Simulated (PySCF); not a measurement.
GeH₇NSi.
SMILES with atom numbers: `[NH2:1][SiH2:2][GeH3:3]` (hydrogens: H4, H5 on N1; H6, H7 on Si2; H8, H9, H10 on Ge3)

Method: PBE0-D3(BJ)/def2-SVP geometry optimisation, gas phase (PySCF 2.14.0); density fitting, grid level 1; the optimiser is geomeTRIC in internal coordinates, started from a GFN2-xTB structure with every atom displaced at random (about 0.01 Å).

Step 0: E = -65977.2471 eV
```
atom  x, y, z in Å  |  force x, y, z in eV/Å
N1      1.6465    0.6565    0.4975   -0.016   1.562  -0.378
Si2     0.6344   -0.6874    0.1397    0.366   0.278   0.220
Ge3    -1.5824    0.0548    0.3070    0.313   0.230   0.546
H4      2.6605    0.5795    0.5115   -0.135  -0.119   0.028
H5      1.3811    1.5714    0.0903    0.299  -0.766   0.354
H6      0.8596   -1.2913   -1.1822   -0.075  -0.340  -0.551
H7      0.9920   -1.6791    1.1592   -0.118  -0.585   0.295
H8     -2.5826   -0.9771   -0.0043   -0.816  -1.185  -0.374
H9     -1.9561    1.1916   -0.5791    0.055   0.809  -0.797
H10    -2.0027    0.5602    1.6682    0.127   0.116   0.655
```

**Question.** Estimate the geometry and energy of step 1. (The exact step hangs on the optimiser's Hessian estimate; all steps are aligned on step 0, rigid shifts and turns removed.)

**Answer.** E = -65977.4431 eV, largest force 0.472 eV/Å
```
atom  x, y, z in Å  |  force x, y, z in eV/Å
N1      1.6524    0.7334    0.5010   -0.054  -0.075  -0.024
Si2     0.6440   -0.6415    0.1563   -0.012  -0.074  -0.078
Ge3    -1.6223    0.0524    0.3251   -0.462   0.079  -0.053
H4      2.6513    0.5749    0.5702    0.100  -0.013   0.055
H5      1.4860    1.5827   -0.0275   -0.046   0.047  -0.010
H6      0.8454   -1.2902   -1.1884   -0.020   0.031   0.015
H7      0.9098   -1.7096    1.1684    0.042   0.052   0.033
H8     -2.6221   -1.0937   -0.0481    0.287   0.260   0.068
H9     -1.9324    1.2593   -0.6186    0.102  -0.245   0.165
H10    -1.9619    0.5113    1.7694    0.063  -0.063  -0.170
```

The energy changes by -0.1960 eV. The first-order estimate −F·Δx gives -0.4943 eV and the mean of the old and new forces, exact on a quadratic surface, -0.2092 eV. The step makes an angle of 55° with the force vector and moves no atom by more than 0.158 Å.

What follows is the cost of the whole optimisation. On Arm Neoverse V1, one thread, shared host, this took 27 s wall and 0.39 GiB of memory at its peak.
